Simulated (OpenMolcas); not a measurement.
An OpenMolcas run meant for neutral selenium (ANO-R0, X2C; inactive shells 1s 2s 2p 3s 3p 3d; intended active space 6 electrons in 4 orbitals (4s 4p)). One step of its input:

```
&RASSCF
FileOrb=start.orb
Symmetry=1
Spin=4
nActEl=6 0 0
Inactive=8 6
Ras2=1 3
CIRoot=3 3 1
SDav=3
CIMx=300
Iter=78 100
PrWF=0.3
OrbListing=Nothing
MaxOrb=0
Atom
CIOnly
>>> COPY $Project.JobIph JOB001
```

Lines from the output:

```
--- SEWARD ---
Basis set label: SE.ANO-R...4S3P1D.

      Electronic valence basis set:
      ------------------
      Associated Effective Charge  34.000000 au
      Associated Actual Charge     34.000000 au
      Nuclear Model: Finite nucleus - Gaussian distribution
        Gaussian exponent, Xi/bohr**(-2):  2.41302E+08

      Shell  nPrim  nBasis  Cartesian Spherical Contaminant
         s      21       4        X
         p      15       3        X
         d       9       1                 X
                  Relativistic X2C integrals
                  Atomic mean-field integrals
--- RASSCF ---

 Nr of active orbitals     NAC=   4
 Spin degeneracy         ISPIN=   4
 There can be no such wave function.
 ************************************************
--- Stop Module: rasscf at  /rc=_RC_INPUT_ERROR_ ---
.####################.
.# User input error #.
.####################.
```

Q: What is wrong with the input?

A: The spin multiplicity does not fit the number of active electrons: an even count needs an odd multiplicity and the reverse.
